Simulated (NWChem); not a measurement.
Molecule: Si$_{2}$H$_{3}$O$_{2}$F; SMILES F[SiH]1O[SiH2]O1

```xyz
8

F     -0.5751     2.0510     0.0000
Si     0.4583     0.8205     0.0000
O      0.1187    -0.3131    -1.1928
Si    -0.2408    -1.4740     0.0000
O      0.1187    -0.3131     1.1928
H      1.8146     1.3912     0.0000
H      0.6970    -2.6243     0.0000
H     -1.6574    -1.9158     0.0000
```
Atoms are numbered in this order, from 1.

Computed with NWChem. Pople sets run with spherical d functions. The geometry was optimised at PBE0/def2-SVP. Level: M06-2X/6-31G* with SMD (1 M gas to 1 M solution), gas-phase geometry. Reactions with the solvent are ignored.

### Question
Estimate the computed values for solvent acetonitrile. Quantities: solvation free energy (kcal/mol); cavity-dispersion-structure term (kcal/mol); dipole in solution (D).

### Answer
The solvation free energy (kcal/mol) is -3.3 and the cavity-dispersion-structure term (kcal/mol) is 0.0. The dipole in solution (D) is 1.89.
